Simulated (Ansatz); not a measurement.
B₂N₃. The state is a doublet with charge 0. Geometry r2SCAN-D4/def2-SVPD, that of the charge -1 singlet; atoms count from 1.

| atom | x (Å) | y (Å) | z (Å) |
| --- | --- | --- | --- |
| B1 | 0.6071 | 1.1578 | -0.2776 |
| B2 | -0.6084 | -1.1573 | 0.2767 |
| N3 | 1.2122 | 2.2949 | -0.5474 |
| N4 | -1.2004 | -2.2994 | 0.5545 |
| N5 | -0.0106 | 0.0041 | -0.0062 |

The charge 0 doublet is spin-contaminated (final ⟨S²⟩ up to 1.72, 0.75 for a pure state). The structure comes from a short search, and lower isomers may exist.

Estimate the Mulliken populations from the PBE0/def2-TZVPD orbitals of Ansatz.


```csv
atom,charge (e),spin (α − β)
B1,-0.58,-0.08
B2,-0.56,-0.21
N3,0.13,1.36
N4,0.09,-0.42
N5,0.93,0.36
```
Mulliken values and Mayer orders depend strongly on the basis. With diffuse functions, as here, like atoms can get unlike values, and bond orders can come out too low or too high.

Where does the spin sit?

Summed by element: B -0.29, N 1.29, of 1 unpaired in all. Largest on single atoms: N3 1.36, N4 -0.42, N5 0.36.

And the Mayer bond orders between bonded heavy atoms (over 0.3)?

B1–N3 1.67 (1.32 Å); B1–N5 2.05 (1.34 Å); B2–N4 1.88 (1.32 Å); B2–N5 1.90 (1.34 Å).
